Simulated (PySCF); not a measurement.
**Relaxation of doublet ReOI₂**

All numbers come from PySCF, UPBE0, basis Re def2-SVP with ECP60, O def2-SVP, I def2-SVP with ECP28 (scalar-relativistic core potentials, no spin–orbit coupling, density fitting). A (50,194) grid was used.

A hand-made trigonal planar start, of C2v symmetry, held to at least that symmetry:

```xyz
4
charge 0 multiplicity 2, angstrom
Re   -0.3359   -0.5818    0.0000
O    -1.2159   -2.1060    0.0000
I     2.3041   -0.5818    0.0000
I    -1.6559    1.7045    0.0000
```

Optimiser trace:
```json
{"step": "0", "E − E(last) (kJ/mol)": "43.02", "largest gradient (Eh/bohr)": "0.09285"}
{"step": "1", "E − E(last) (kJ/mol)": "6.27", "largest gradient (Eh/bohr)": "0.05038"}
{"step": "2", "E − E(last) (kJ/mol)": "0.92", "largest gradient (Eh/bohr)": "0.01093"}
{"step": "3", "E − E(last) (kJ/mol)": "0.22", "largest gradient (Eh/bohr)": "0.00236"}
{"step": "4", "E − E(last) (kJ/mol)": "0.09", "largest gradient (Eh/bohr)": "0.00084"}
{"step": "5", "E − E(last) (kJ/mol)": "0.02", "largest gradient (Eh/bohr)": "0.00121"}
{"step": "6", "E − E(last) (kJ/mol)": "0.00", "largest gradient (Eh/bohr)": "0.00051"}
{"step": "7", "E − E(last) (kJ/mol)": "0.00", "largest gradient (Eh/bohr)": "0.00008"}
```

It ends at C2v with Re–I 2.563 Å (×2), Re–O 1.646 Å; I–Re–I 124.3°, I–Re–O 117.8° (×2). The frequency run here used a shortcut that can spoil soft modes, so no verdict on minimum or saddle point is given.

Final geometry:
```xyz
4
charge 0 multiplicity 2, angstrom
Re   -0.3038   -0.5263    0.0000
O    -1.1269   -1.9518    0.0000
I     2.2578   -0.6227    0.0000
I    -1.6682    1.6440    0.0000
```

Open d and f shells are described by one determinant, and the ground state may have another occupation or spin. No spin–orbit coupling is included, which matters more the heavier the element.

The relaxation took roughly 110 core-seconds on a shared host.
